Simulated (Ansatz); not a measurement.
PtS2⁻ was relaxed with PBE0-D4 (def2-TZVPD) in Ansatz in these states: charge -1 doublet, charge -1 quartet. The geometries follow in no particular order.

In the def2 sets Pt takes a core potential; there is no spin–orbit coupling.

A:

```xyz
3

Pt   -0.3318   -0.1921    0.0057
S     0.1244    0.1059   -2.0928
S     0.2074    0.0862    2.0871
```

B:

```xyz
3

Pt    0.2000    0.1617    0.1891
S    -0.8646    1.6903   -0.7993
S     0.6646   -1.8520    0.6102
```

**Question.** Judge from the bond lengths which geometry belongs to which state (an estimate).

**Answer.** A is the charge -1 quartet (Pt1–S2 2.168 Å, Pt1–S3 2.168 Å); B is the charge -1 doublet (Pt1–S2 2.109 Å, Pt1–S3 2.109 Å).

At PBE0-D4/def2-TZVPD a doublet lies 0.54 eV below the charge -1 quartet. These are the stationary points nearest to one start from a short search; other shapes may lie lower in each state.
